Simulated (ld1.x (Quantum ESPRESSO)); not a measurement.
An all-electron radial function and its pseudo partner (sulfur (S))

Columns: radius, all-electron u(r) and pseudo u(r) of the 3p shell (level -7.11 eV) of sulfur in the configuration [Ne] 3s2 3p4; LDA (PZ), scalar-relativistic, TM scheme, ld1.x (Quantum ESPRESSO) 7.5.

| r (bohr) | all-electron | pseudo |
| --- | --- | --- |
| 0.070 | 0.1009 | -0.0134 |
| 0.140 | 0.2380 | -0.0504 |
| 0.210 | 0.3182 | -0.1015 |
| 0.280 | 0.3326 | -0.1546 |
| 0.350 | 0.2952 | -0.1989 |
| 0.420 | 0.2231 | -0.2292 |
| 0.490 | 0.1307 | -0.2472 |
| 0.560 | 0.0289 | -0.2588 |
| 0.630 | -0.0748 | -0.2717 |
| 0.700 | -0.1752 | -0.2928 |
| 0.770 | -0.2690 | -0.3267 |
| 0.840 | -0.3543 | -0.3749 |
| 0.910 | -0.4301 | -0.4343 |
| 0.980 | -0.4962 | -0.4964 |
| 1.050 | -0.5527 | -0.5527 |
| 1.120 | -0.5999 | -0.5999 |
| 1.190 | -0.6384 | -0.6384 |
| 1.260 | -0.6689 | -0.6689 |
| 1.330 | -0.6921 | -0.6921 |
| 1.400 | -0.7087 | -0.7087 |
| 1.470 | -0.7196 | -0.7196 |
| 1.540 | -0.7254 | -0.7254 |
| 1.610 | -0.7268 | -0.7268 |
| 1.680 | -0.7243 | -0.7243 |
| 1.750 | -0.7186 | -0.7186 |
| 1.820 | -0.7101 | -0.7101 |

(1) How many radial nodes do the two functions have?

(2) At about which radius was the pseudo-wave matched?

(3) Is the pseudo-wave norm-conserving?

## Answers

(1) The all-electron 3p function has n − l − 1 = 1; the pseudo-wave has 0, since the states of the same l below it are removed with the core.

(2) 1.05 bohr, where the columns begin to agree (steps of 0.07 bohr).

(3) Yes: the TM scheme keeps the norm inside the radius equal to the all-electron one, which fixes the energy derivative of the logarithmic derivative at the level.
